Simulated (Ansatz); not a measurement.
`[SiH3][SiH]1O[SiH2]1` + HCl → `Cl[SiH]1O[SiH2]1` + SiH₄ at 500 K and 1 bar (cleavage of the Si–Si bond).

Program: Ansatz. Geometries: PBE0-D4/def2-TZVP. ΔE: electronic, gas phase. CCSD(T)/CBS adds triple-zeta CCSD(T) − MP2 to the extrapolated MP2 energy (def2 sets, frozen cores). This one scheme is used for every species.

```csv
species,CCSD(T)/CBS energy (Eh),H − E (kJ/mol),S (J/(mol·K))
`[SiH3][SiH]1O[SiH2]1`,-946.02874,192.1,414.6
HCl,-460.38127,32.5,201.9
`Cl[SiH]1O[SiH2]1`,-1114.98459,120.6,366.2
SiH₄,-291.46306,102.4,230.9
```

H − E and S are ideal-gas, rigid-rotor, harmonic terms from PBE0-D4/def2-TZVP, for one conformer and one mirror image of each species. 1 Eh = 2625.50 kJ/mol, R = 8.31446 J/(mol·K).

Task: By hand: ΔE, ΔH, ΔS and ΔG.

Result: ΔE = (-1114.98459) + (-291.46306) − (-946.02874) − (-460.38127) = -0.03764 Eh = -98.8 kJ/mol. Δ(H − E) = 120.6 + 102.4 − 192.1 − 32.5 = -1.6, so ΔH = -100.4 kJ/mol. ΔS = 366.2 + 230.9 − 414.6 − 201.9 = -19.4 J/(mol·K). ΔG = -100.4 − 500 × (-19.4)/1000 = -90.7 kJ/mol.

Task: By hand: the equilibrium constant, and the temperature at which ΔG would vanish if ΔH and ΔS stayed fixed.

Result: log₁₀ K = −ΔG/(RT ln 10) = 9.5. ΔG = 0 at ΔH/ΔS = 5175 K, far beyond where these terms or the molecules hold.

ΔH outweighs TΔS. A doubt of 5 kJ/mol in ΔE shifts log₁₀ K by 0.5 here. Other conformers and mirror images would add mixing entropy, several J/(mol·K) or more a flexible species. These are equilibria of isolated gas molecules and say nothing of rates. Largest T1 diagnostic: 0.015 (customary marks: 0.02 for closed shells, 0.045 for open ones).
